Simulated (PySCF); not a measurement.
This script is equivalent to a calculation on O (oxygen, neutral).

```python
from pyscf import gto, scf, dft, mp, cc
import basis_set_exchange as bse
mol = gto.M(atom="O 0 0 0", charge=0, spin=2, symmetry="D2h",
            basis=gto.basis.parse(bse.get_basis("x2c-SVPall", elements=["O"], fmt="nwchem", header=False)),
            nucmod="G")
mf = dft.UKS(mol, xc="PBE").sfx2c1e()
mf.irrep_nelec = {'Ag': (2, 2), 'B1u': (1, 0), 'B2u': (1, 1), 'B3u': (1, 0)}
mf.kernel()
```

**Question.** What total energy does it give?

**Answer.** -74.967 hartree (calculated).

**Question.** Which occupied shell lies highest, and where?

**Answer.** 2p β, at -6.832 eV.

**Question.** What is ⟨S²⟩, and what would a pure spin state give?

**Answer.** 2.002, against 2.00.
